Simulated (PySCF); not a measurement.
```xyz
6
charge 0 multiplicity 2, angstrom
W     0.0153    0.0810    0.0060
N    -0.0585   -0.3092    1.6215
O     1.6176   -0.6068   -0.7278
O    -1.7274    0.0261   -0.7278
H     2.2459   -1.1371   -0.2329
H    -2.5061   -0.2379   -0.2329
```

These are results of UPBE0/[W def2-TZVP with ECP60, N def2-TZVP, O def2-TZVP, H def2-TZVP], scalar-relativistic core potentials, density fitting, no spin–orbit coupling, PySCF, not measurements.

This geometry of WN(OH)2 is a stationary point at this level.

(1) What is the point group?

(2) Is it a minimum?

(3) Give the atomic charges and bond orders.

(4) What is the atomisation energy, with and without zero-point energy?

Answers

(1) Cs.

(2) Yes: all harmonic wavenumbers are real.

(3) 
| atom | Mulliken | Löwdin | polar tensor | spin (Mulliken) | Mayer order to W1 |
| --- | --- | --- | --- | --- | --- |
| W1 | 1.01 | 0.63 | 1.49 | 1.16 | – |
| N2 | -0.43 | -0.36 | -0.59 | -0.12 | 2.93 |
| O3,4 | -0.64 | -0.31 | -0.77 | -0.02 | 1.10 |
| H5,6 | 0.36 | 0.17 | 0.32 | 0.00 | 0.01 |
Other Mayer orders above 0.3: O–H 0.87 (×2).

(4) 2417 kJ/mol without, 2337 kJ/mol with.

Other isomers or separated fragments may lie lower. Open d and f shells are described by one determinant, and the ground state may have another occupation or spin. With an element this heavy the missing spin–orbit coupling can shift these numbers.
